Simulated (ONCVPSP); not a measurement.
# erbium (Er): ONCV pseudisation with LDA (Perdew-Zunger), scalar-relativistic reference atom.

| Quantity | Value |
| --- | --- |
| Element | Er |
| Generator | ONCVPSP 4.0.1 |
| Type | optimised norm-conserving Vanderbilt (ONCV) |
| Functional | LDA (Perdew-Zunger) |
| Relativity | scalar-relativistic |
| Frozen core | [Kr] 4d10 |
| Valence charge | 22 |
| Reference configuration | 4f11.5 5s2 5p6 5d0.5 6s2 |
| Partial waves | 5s+6s: rc 2.20 bohr, ncon 4, nbas 8, qcut 4.9 1/bohr, 2 projectors; 5p: rc 2.20 bohr, ncon 4, nbas 9, qcut 5.9 1/bohr, 2 projectors, debl 0.6 Ha; 5d: rc 2.25 bohr, ncon 5, nbas 10, qcut 4.2 1/bohr, 2 projectors, debl 0.8 Ha; 4f: rc 1.05 bohr, ncon 4, nbas 9, qcut 14.3 1/bohr, 1 projector |
| Local potential | polynomial inside 0.65 bohr (lpopt 5, dvloc0 2 Ha) |
| Core correction | none |

In the p channel the program set the typed energies aside and used -1.038, 0.250 Ha.

Poles of the logarithmic derivatives, all-electron (AE) and pseudo (PS). s: poles at -1.8, 3.2 (AE) and -1.8, 2.7, 4.5 (PS) Ha. p: poles at -0.7, 4.3 (AE) and -0.7, 4.2 (PS) Ha. d: poles at 0.9 (AE) and 0.9 (PS) Ha. f: poles at 1.0 (AE) and 1.1 (PS) Ha. Test radii: s 2.23, p 2.23, d 2.28, f 1.07 bohr.

* Cutoffs needed: 99 Ha and 284 Ha (the cutoffs (Ha) at which the residual kinetic energy of the hardest occupied pseudo-wave falls to 1 and 0.1 mHa per electron)
* Ghost test: ghosts flagged at negative energy: s at -572.2 eV, p at -232.6 eV; GHOST(+) flagged for s at 89.3 eV, d at 154.5 eV; a true bound ghost makes a file unfit for plane-wave use
* Configuration tests: tests left out (the all-electron energies of this program are off by 10 to 40 meV for near-neutral 4f atoms)
